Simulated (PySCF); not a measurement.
# Removing the step error of a finite difference

System: C2H7BOS2, singlet, at a GFN2-xTB geometry, atoms displaced at random by about 0.03 Å a coordinate. Level: HF/STO-3G, gradient (PySCF). Sums are taken with unrounded values, so a last digit can differ.

Central differences of the energy along x of atom 3 gave a gradient component of 0.030317 Eh/bohr at step 0.05 and 0.029647 Eh/bohr at step 0.2 (atomic units).

Problem. Extrapolate to zero step.

Solution. The leading error of a symmetric difference goes as h², so A(h) = A0 + c h². Then c = (0.029647 - (0.030317))/(0.2² - 0.05²) = -0.0179 (atomic units) and A0 = 0.030317 - c × 0.05² = 0.030361 Eh/bohr. The analytic value from the same program and level is 0.030360 Eh/bohr: the smaller step missed it by -0.000043, the extrapolation by 0.000002.
